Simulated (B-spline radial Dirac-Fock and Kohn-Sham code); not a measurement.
## Total conversion coefficients of Cl against transition energy

The computed values come from a radial atomic solver: a Dirac-Hartree-Slater potential of the neutral atom with a Latter tail (no hole, which puts coefficients of high multipoles low close above an edge), finite nucleus with surface currents. Subshells within 1 keV of threshold and pair formation are left out.

```
energy (keV)        E1        E2        E3        E4        M1        M5
        10.3      16.3      1210     93300  9.11e+06      4.01  1.93e+08
        10.4      15.8      1170     89300  8.59e+06      3.89  1.81e+08
        12.7      8.80       572     35600  2.61e+06      2.17  4.84e+07
        13.8      6.88       422     24300  1.61e+06      1.71  2.81e+07
          20      2.26       106      4400    192000     0.587  2.50e+06
        22.6      1.56      66.8      2490     96300     0.415  1.13e+06
          33     0.488      15.5       420     11400     0.144     98500
        33.5     0.466      14.6       391     10400     0.138     89500
        38.7     0.297      8.32       197      4610    0.0930     35500
          50     0.133      3.03      57.8      1080    0.0464      6960
        70.2    0.0457     0.784      11.3       156    0.0188       827
        81.2    0.0288     0.438      5.57      68.2    0.0129       336
         100    0.0149     0.190      2.04      20.9   0.00754      94.1
         134   0.00590    0.0591     0.497      4.00   0.00360      16.4
         200   0.00169    0.0122    0.0744     0.433   0.00135      1.63
         232   0.00107   0.00685    0.0373     0.194  0.000948     0.716
         295  0.000523   0.00276    0.0125    0.0544  0.000541     0.197
         359  0.000297   0.00134   0.00530    0.0200  0.000346    0.0714
         500  0.000121  0.000429   0.00135   0.00407  0.000167    0.0142
         584  8.21e-05  0.000261  0.000742   0.00203  0.000121   0.00697
         855  3.47e-05  8.67e-05  0.000198  0.000437  5.57e-05   0.00138
        1000  2.53e-05  5.80e-05  0.000122  0.000249  4.11e-05  0.000753
        1020  2.44e-05  5.52e-05  0.000115  0.000233  3.96e-05  0.000699
        1320  1.53e-05  3.04e-05  5.65e-05  0.000102  2.46e-05  0.000277
        1350  1.47e-05  2.90e-05  5.33e-05  9.53e-05  2.37e-05  0.000257
        1460  1.29e-05  2.46e-05  4.38e-05  7.59e-05  2.06e-05  0.000197
        1600  1.12e-05  2.04e-05  3.50e-05  5.87e-05  1.75e-05  0.000147
        1840  9.02e-06  1.55e-05  2.54e-05  4.06e-05  1.38e-05  9.51e-05
        2000  7.98e-06  1.33e-05  2.12e-05  3.29e-05  1.21e-05  7.42e-05
```

Question: How fast do they fall between 1600 and 2000 keV?

Answer: As powers of the energy: E1 E^-1.51, E2 E^-1.91, E3 E^-2.26, E4 E^-2.59, M1 E^-1.68, M5 E^-3.05. Within one type (E or M) the higher multipoles fall faster.
